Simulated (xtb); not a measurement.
xtb was given this input:
```
$ xtb mol.xyz --gfn 2 --alpb thf --json

# file mol.xyz
17

Si    -0.39987379    -0.88118962    -2.13497317
Si     0.00008728     0.00003811    -0.00007686
Si    -0.01936908     2.34160751    -0.10489889
Si    -1.67154749    -0.72989766     1.47203667
Si     2.09073072    -0.73054627     0.76788792
H     -1.68998104    -0.45654750    -2.68313463
H     -0.41130091    -2.34577006    -2.14253522
H      0.61550825    -0.47256910    -3.10822246
H      0.23433488     2.96233684     1.19721786
H     -1.30379917     2.87015447    -0.56972258
H      0.99732510     2.86932833    -1.01760325
H     -3.00679306    -0.28341603     1.06836245
H     -1.73661000    -2.19012134     1.56527369
H     -1.46866158    -0.23902180     2.83697536
H      2.17817573    -2.19028969     0.84962613
H      3.18787523    -0.30048259    -0.10188489
H      2.40353971    -0.22377048     2.10598823
```

Question: What is the computed partial charges in atom order (GFN2-xTB with ALPB(thf) in xtb)?

Answer: Si1 0.38, Si2 0.12, Si3 0.38, Si4 0.38, Si5 0.38, H6 -0.14, H7 -0.14, H8 -0.14, H9 -0.14, H10 -0.14, H11 -0.14, H12 -0.14, H13 -0.14, H14 -0.14, H15 -0.14, H16 -0.14, H17 -0.14

Question: What HOMO-LUMO gap does GFN2-xTB with ALPB(thf) give?

Answer: 3.96 eV

Question: Estimate the dipole moment that GFN2-xTB with ALPB(thf) returns for this input.

Answer: 0.00 D

Question: What is the computed total energy (GFN2-xTB with ALPB(thf))?

Answer: -14.7201 Eh
